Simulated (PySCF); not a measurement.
**Simulated characterisation data**

- structure optimised with GFN2-xTB
- shielding tensors at PBE0/pcSseg-1 (GIAO)
- program: PySCF 2.14.0 with density-fitted response routines
- equivalent nuclei averaged, no relativistic terms, no solvent, one computed conformer

Referencing at the same level of theory: ¹H (31.72 ppm), ¹³C (186.93 ppm) against TMS. Splittings of carbon signals by F and P are missing where no couplings were computed. Where no couplings were computed, multiplicities follow the n + 1 count of equivalent neighbours, and m marks all less simple cases (inequivalent or close neighbours, rings, F or P nearby). Shifts are as computed. Against solution values, carbons near 30 ppm lie about +3 ppm off and those near 130 ppm about +5 ppm. Of 1309 compounds with measured shifts, 239 miss one by over three times the rms of a fit or turn the order of signals round; such compounds aren't used in these exercises. OH and NH positions are gas-phase values without hydrogen bonding to other molecules.

Compound 1 (C₅H₉NOSi). ¹H NMR (400 MHz, computed): δ 8.02 (t, 1H), 5.05 (d, 2H), 4.48 (d, 2H), 3.45 (s, 3H), 2.03 (t, 1H). ¹³C{¹H} NMR (computed): δ 173.9, 104.3, 87.0, 64.0, 39.9. Structure: `InChI=1S/C5H9NOSi/c1-3-8-7-5-4-6-2/h1,4H,5,8H2,2H3/b6-4-`.

Compound 2 (C₃H₈F₂O₂Si₂). ¹H NMR (400 MHz, computed): δ 6.59 (m, 1H), 5.31 (q, 2H), 3.90 (br s, 1H), 3.59 (t, 3H), 3.49 (br s, 1H). ¹³C{¹H} NMR (computed): δ 163.2 (C), 120.8 (CH), 68.9 (CH2). Structure: `C(OC(=C)O[SiH2][SiH3])(F)F`.

Compound 3 (C₂H₃F₅OSi). ¹H NMR (400 MHz, computed): δ 4.99 (m, 2H), 2.06 (br s, 1H). ¹³C{¹H} NMR (computed): δ 130.2 (C), 124.8 (C). Structure: `FC(C([SiH2]O)(F)F)(F)F`.
